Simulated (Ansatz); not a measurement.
`CCBNC` → `CNB(C)C`  (isomerisation)

Calculated with Ansatz (gas phase, PBE0-D4/def2-TZVP geometries, no zero-point term in ΔE). CCSD(T)/CBS is the MP2 limit (def2-TZVPP, def2-QZVPP) plus CCSD(T) − MP2 in def2-TZVPP, frozen cores. One conformer a species, not always the lowest.

| species | HF/CBS(def2) energy (Eh) |
| --- | --- |
| `CCBNC` | -198.68815 |
| `CNB(C)C` | -198.70378 |

Task: Work out ΔE.

Result: ΔE = (-198.70378) − (-198.68815) = -0.01563 Eh = -41.0 kJ/mol. CCSD(T)/CBS gives -46.0 kJ/mol.

Largest T1 diagnostic among the species: 0.011.

In def2-TZVPP, CCSD(T) changes the Hartree–Fock value by −4.3 kJ/mol (the triples alone add −0.4 kJ/mol) and MP2 by −5.6 kJ/mol.
